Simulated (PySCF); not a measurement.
Computed IR spectrum (relative IR intensity) of a molecule CH₉ClSi₃. Coordinates come from a PBE0-D3(BJ)/def2-SVP optimisation. The values are those of a single conformer. All values below come from PySCF with PBE0-D3(BJ)/def2-SVP. Frequencies are harmonic and unscaled.

ν (cm⁻¹): 159 (vw), 499 (m), 524 (w), 559 (w), 721 (w), 788 (m), 793 (vs), 855 (vs), 876 (m), 929 (w), 932 (s), 1256 (w), 1419 (vw), 1427 (vw), 2211 (m), 2215 (m), 2226 (s), 2236 (vw), 2239 (s) (against the strongest line: vs over 80 %, s over 45 %, m over 15 %, w over 4 %, vw less)

Problem. Which structure fits?
(A) C[SiH2][SiH2][SiH2]Cl
(B) C[SiH2][Si@H]([SiH3])Cl
(C) C[Si]([SiH3])([SiH3])Cl
(D) [SiH3]C[SiH2][SiH2]Cl

Solution. C, C[Si]([SiH3])([SiH3])Cl
